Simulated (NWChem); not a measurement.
Molecule: C3H3NOSi; SMILES C#C[SiH2]OC#N

Results from NWChem. Level PBE/def2-SVP: optimisations from one semi-empirical or force-field start; each run changes one setting, and all end within 0.3 mHa of each other. One conformer.

### Question
Which setting needs the most optimisation steps, or fails (symmetry off; redundant internal coordinates, default thresholds; trust radius 0.05; Cartesian coordinates)?

### Answer
Cartesian coordinates, with 32 against 11 for the defaults.
| setting | optimisation steps |
|---|---|
| redundant internal coordinates, default thresholds | 11 |
| Cartesian coordinates | 32 |
| symmetry off | 9 |
| trust radius 0.05 | 22 |
